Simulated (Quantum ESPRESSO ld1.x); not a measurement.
Q: Ionisation ladder of aluminium, from Al II to Al XI. Each ion is in the ground configuration listed by NIST, and IE = E(next ion) - E(this ion). All-electron calculation, scalar-relativistic Kohn-Sham, LDA (Slater exchange, Perdew-Zunger correlation), spin-polarised, spherical densities, point nucleus; open shells are filled with parallel spins first. Program: ld1.x of Quantum ESPRESSO 7.5.

| species | configuration | IE, Delta-SCF (eV) | -e(HOMO) (eV) | HOMO |
|---|---|---|---|---|
| Al II | [Ne] 3s2 | ? | 14.924 | 3s |
| Al III | [Ne] 3s1 | 28.862 | 24.578 | 3s up |
| Al IV | [Ne] | 120.43 | 104.21 | 2p |
| Al V | [He] 2s2 2p5 | 154.44 | 137.08 | 2p down |
| Al VI | [He] 2s2 2p4 | 190.22 | 172.13 | 2p down |
| Al VII | [He] 2s2 2p3 | ? | 221.34 | 2p up |
| Al VIII | [He] 2s2 2p2 | 285.47 | 263.58 | 2p up |
| Al IX | [He] 2s2 2p1 | 330.02 | 307.63 | 2p up |
| Al X | [He] 2s2 | ? | 377.33 | 2s |
| Al XI | [He] 2s1 | ? | 423.18 | 2s up |

Estimate the withheld Delta-SCF values.

A: Al II: 18.950 eV (NIST 18.829); Al VII: 242.27 eV (NIST 241.8); Al X: 395.27 eV (NIST 398.7); Al XI: 441.19 eV (NIST 442.01).
